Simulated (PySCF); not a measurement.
## KF₂⁻: from structure and modes to constants

Method: PBE0/[K def2-TZVPD, F def2-TZVPD], no relativity, density fitting, PySCF.

The singlet minimum has D∞h symmetry. Masses (u): K 38.96371, F 18.99840.

```xyz
3
charge -1 multiplicity 1, angstrom
K     0.0000    0.0000    0.0000
F     2.3844    0.0000    0.0000
F    -2.3844    0.0000    0.0000
```

Harmonic wavenumbers (cm⁻¹): 51.7 (πu, ×2), 265.2 (σg+, ×1), 325.4 (σu+, ×1).

Q: Find the principal moments of inertia and the rotational constants. What kind of rotor is it?

A: About the centre of mass I = 216.02 u Å². With B = 16.8576/I this gives 0.07804 cm⁻¹. The molecule is linear.

Q: Give the standard entropy (298.15 K, 1 bar) by its translational, rotational, vibrational and spin parts, and Cp.

A: Sackur–Tetrode with M = 76.96 u gives 163.0; rotation with symmetry number 2 gives 68.1; vibration 51.9; spin R ln 1 = 0.0. The total is 283.1 J/(mol K), and Cp = 7/2 R + 30.6 = 59.7 J/(mol K).

Q: Find the bond force constant k and the stretch–stretch coupling k′ of the valence force field.

A: For linear XMX, 4π²c²ω(σg)² = (k + k′)/mX and 4π²c²ω(σu)² = (k − k′)(1 + 2mX/mM)/mX. So k + k′ = 0.788 and k − k′ = 0.600 mdyn/Å, giving k = 0.694 and k′ = 0.094 mdyn/Å.

This need not be the most stable arrangement of these atoms. The lowest empty level of this anion is unbound, so it and the gap depend on the basis.
